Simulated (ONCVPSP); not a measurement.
What the settings do to the ONCV potential of Tl

Base potential:

| Property | Result |
| --- | --- |
| Element | Tl (Z = 81) |
| Generator | ONCVPSP 4.0.1 |
| Type | optimised norm-conserving Vanderbilt (ONCV) |
| Functional | PBE |
| Relativity | scalar-relativistic |
| Frozen core | [Xe] |
| Valence charge | 27 |
| Reference configuration | 4f14 5d10 6s2 6p1 |
| Partial waves | 6s: rc 1.80 bohr, ncon 4, nbas 7, qcut 3.4 1/bohr, 2 projectors, debl 1.3 Ha; 6p: rc 2.45 bohr, ncon 4, nbas 8, qcut 3.9 1/bohr, 2 projectors, debl 3.3 Ha; 5d: rc 1.65 bohr, ncon 4, nbas 9, qcut 11.3 1/bohr, 2 projectors, debl 3.6 Ha; 4f: rc 0.85 bohr, ncon 3, nbas 7, qcut 23.1 1/bohr, 3 projectors, debl 2.4 Ha |
| Local potential | polynomial inside 0.70 bohr (lpopt 2, dvloc0 2 Ha) |
| Core correction | none |

In the f channel the program set the typed energies aside and used -4.190, 0.250, 2.650 Ha.

All-electron outer shells of the reference configuration (PBE, scalar-relativistic, ld1.x):

```json
{"shell": "5s", "level (eV)": "-131.00", "outermost node (bohr)": "0.46", "outermost maximum (bohr)": "0.80"}
{"shell": "4f", "level (eV)": "-114.03", "outermost node (bohr)": "–", "outermost maximum (bohr)": "0.36"}
{"shell": "5p", "level (eV)": "-76.10", "outermost node (bohr)": "0.50", "outermost maximum (bohr)": "0.91"}
{"shell": "5d", "level (eV)": "-15.49", "outermost node (bohr)": "0.53", "outermost maximum (bohr)": "1.11"}
{"shell": "6s", "level (eV)": "-9.55", "outermost node (bohr)": "1.04", "outermost maximum (bohr)": "2.08"}
{"shell": "6p", "level (eV)": "-2.37", "outermost node (bohr)": "1.23", "outermost maximum (bohr)": "2.91"}
```

Cutoffs, loose and tight: the cutoffs (Ha) at which the residual kinetic energy of the hardest occupied pseudo-wave falls to 1 and 0.1 mHa per electron. They do not see the model core or the augmentation charge, which bear on the density cutoff. Test errors are all-electron minus pseudo excitation energies from the reference, over the configurations 4f14 5d10 6s2 6p0; 4f14 5d10 6s1 6p0; 4f14 5d10 6s0 6p0; 4f14 5d9 6s2 6p2. A dash means not determined; rows that change the core or the reference have their own tests. The largest error is taken over the tests solved by every variant that gives reliable tests at all: 4f14 5d10 6s1 6p0; 4f14 5d10 6s2 6p0; 4f14 5d9 6s2 6p2.

A true bound ghost makes a file unfit for plane-wave use even where its test errors are small: the radial tests pick states by their node count and pass the ghost by.

```tsv
change	outcome	cutoff, loose	cutoff, tight	bound ghosts	GHOST(+) flags above zero	largest test error (meV)
base	generated, projector energies reset by the program	214 Ha	233 Ha	s, p	s, p	-101
p: qcut 2.4	generated, projector energies reset by the program	214 Ha	233 Ha	s, p	s, p	-84
p: qcut 2.8	generated, projector energies reset by the program	214 Ha	233 Ha	s, p	s, p	-89
p: qcut 3.3	generated, projector energies reset by the program	214 Ha	233 Ha	s, p	s, p	-96
p: qcut 3.5	generated, projector energies reset by the program	214 Ha	233 Ha	s, p	s, p	-98
p: qcut 4.1	generated, projector energies reset by the program	214 Ha	233 Ha	s, p	s	-102
p: qcut 4.5	generated, projector energies reset by the program	214 Ha	233 Ha	s, p	s	-103
p: qcut 4.9	generated, projector energies reset by the program	214 Ha	233 Ha	s, p	s	-103
p: qcut 5.3	generated, projector energies reset by the program	214 Ha	233 Ha	s, p	s	-101
p: qcut 5.8	generated, projector energies reset by the program	214 Ha	233 Ha	s, p	s, p	-112
```

Reading the sweep of the qcut of the p channel (base included, trends over the rows without a ghost): Bound ghosts are found at 2.4, 2.8, 3.3, 3.5, 3.9, 4.1, 4.5, 4.9, 5.3, 5.8 1/bohr. Every judged row has one, so this setting neither creates nor removes them.
